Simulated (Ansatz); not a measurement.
Born–Oppenheimer molecular dynamics of B₃H₅Si (9 atoms, charge 0, multiplicity 1). It starts from a relaxed structure.

Computed with RKS B3LYP-D4/def2-SVP in Ansatz.

| Item | Value |
| --- | --- |
| ensemble | NVE (velocity Verlet) |
| time step | 0.5 fs |
| steps asked | 100 |
| starting velocities drawn for | 1000 K |
| masses | H 3.016 u |
| seed | 50841 |

First frame:

```xyz
9
Properties=species:S:1:pos:R:3
B -0.056 1.602 -0.881
Si 0.185 -0.331 -0.491
B 0.008 -1.794 0.977
B -0.096 -0.414 1.548
H -0.576 1.935 -1.916
H 0.270 2.436 -0.079
H 0.271 -1.230 -1.676
H 0.099 -2.885 0.517
H -0.106 0.683 2.002
```

Problem. How far do the bonds stretch over the last three quarters of this one trajectory? (Pairs bonded in most of those frames.)

Solution. 
| bond | mean (Å) | spread (Å) | shortest | longest |
| --- | --- | --- | --- | --- |
| B1–Si2 | 2.014 | 0.066 | 1.88 | 2.10 |
| B1–H5 | 1.213 | 0.054 | 1.13 | 1.29 |
| B1–H6 | 1.209 | 0.030 | 1.16 | 1.26 |
| Si2–B3 | 2.302 | 0.081 | 2.17 | 2.40 |
| Si2–B4 | 1.968 | 0.063 | 1.88 | 2.04 |
| Si2–H7 | 1.506 | 0.033 | 1.45 | 1.55 |
| B3–B4 | 1.515 | 0.029 | 1.46 | 1.56 |
| B3–H8 | 1.199 | 0.043 | 1.14 | 1.27 |
| B4–H9 | 1.197 | 0.028 | 1.15 | 1.25 |

Mean temperature of the second half: 460 K. The conserved energy stayed within 0.14 meV per atom of its start (net change 0.067 meV per atom), so the integration is sound. A run of 0.05 ps of so small a system gives no equilibrium averages.

Run time: 5.4 min on 1 thread of Arm Neoverse V1 (shared host), peak memory 0.16 GiB.
